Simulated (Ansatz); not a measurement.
Reactions of `CC([SiH3])=N[SiH3]`.

Calculated with Ansatz (gas phase, PBE0-D4/def2-TZVP geometries, no zero-point term in ΔE). CCSD(T)/CBS adds triple-zeta CCSD(T) − MP2 to the extrapolated MP2 energy (def2 sets, frozen cores). This one scheme is used for every species, atoms too. Double bonds are as drawn, so ΔE can hold a change between cis and trans. DFT in def2-TZVPP. B3LYP here is the variant with VWN-RPA as its local correlation; programs differ in this. Open shells (•) are unrestricted, without spin–orbit coupling. Spin–orbit coupling would lower the free atoms: a little for C, Si. For Sc outer-core shells are correlated without core-valence functions, so the limit isn't a true one: a few kJ/mol of doubt a bond, and 10 to 20 or more in all where bonds break to atoms. Scalar relativity is left out up to krypton. One conformer a species, not always the lowest.

```
                                                                                reaction  r2SCAN-D4 (eV)  CCSD/CBS(def2) (eV)  ωB97M-V (eV)  B3LYP-D4 (eV)  CCSD(T)/CBS(def2) (eV)
`C/C([SiH3])=N\[SiH3]` + `[OH][Sc]([F])[Cl]` → `[F][Sc]([Cl])[O][SiH3]` + `C/C=N\[SiH3]`           -1.28                -1.36         -1.27          -1.27                   -1.32
                                 `C/C([SiH3])=N\[SiH3]` + H₂O → `C/C(O)=N\[SiH3]` + SiH₄           -0.49                -0.31         -0.44          -0.40                   -0.29
                                      `C/C([SiH3])=N\[SiH3]` → `C/C=N\[SiH3]` + `[SiH2]`            2.47                 2.20          2.21           2.24                    2.27
                                       `C/C([SiH3])=N\[SiH3]` → 2 C• + 9 H• + N• + 2 Si•           50.40                49.77         50.59          50.66                   50.43
                           `C/C([SiH3])=N\[SiH3]` + `OCS` → `[SiH3]OCS` + `CC(=N)[SiH3]`           -0.62                -0.67         -0.65          -0.62                   -0.65
               `C/C([SiH3])=N\[SiH3]` + `S[SiH2]Cl` → `[SiH3]S[SiH2]Cl` + `C/C=N\[SiH3]`           -0.84                -0.84         -0.83          -0.79                   -0.83
             `C/C([SiH3])=N\[SiH3]` + `F[SiH](F)S` → `F[SiH](F)S[SiH3]` + `C/C=N\[SiH3]`           -0.84                -0.84         -0.83          -0.79                   -0.82
```

Largest T1 diagnostic: 0.016, for `[OH][Sc]([F])[Cl]`.
